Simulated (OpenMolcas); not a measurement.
Ru2+ (d6) among equal point charges was computed by CASSCF with the d shell active (OpenMolcas, ANO-RCC-VDZP on the metal). Its lowest spin-free states, and all those of the highest spin:

```tsv
2S+1	Degeneracy	E (cm-1)
5	2	0.0
5	3	2972
3	3	14305
3	2	16484
3	3	17054
3	3	17160
3	1	19973
3	3	19989
3	3	20446
3	1	20698
3	2	20971
1	2	22234
```

**Question.** Is the site octahedral, tetrahedral or cube-like, axial, or of lower symmetry?

**Answer.** The states with 2S+1 = 5 have orbital degeneracies 2, 3. Threefold states need a cubic site. For d6 at this spin an octahedron puts the threefold T2 below the twofold E and a tetrahedron or cube puts the twofold E below the threefold T2, so the site is a tetrahedron or a cube, which this pattern cannot tell apart. The first gap at this spin, 2970 cm-1, is |10Dq| in ligand-field theory. The run had Ru2+ among 4 point charges of -2 e arranged as a tetrahedron (Td), 1.89 Å from the ion.

An orbital doublet at a regular site is open to a Jahn-Teller distortion, which this geometry leaves out. Without dynamic correlation the repulsion within the d shell is too large (B by tens of per cent), so at a given field states of lower spin stand too high. Point charges give a weaker field than real ligands, and real ions of this kind are as a rule low spin; the high spin found here belongs to the model. The ground term spreads over less than 5000 cm-1, several times less than with real ligands, so orbital moments are less quenched and χT lies further from the spin-only value than at real sites. Point charges carry no covalency, so the field is a model and not that of real ligands. No measured value stands beside these numbers.
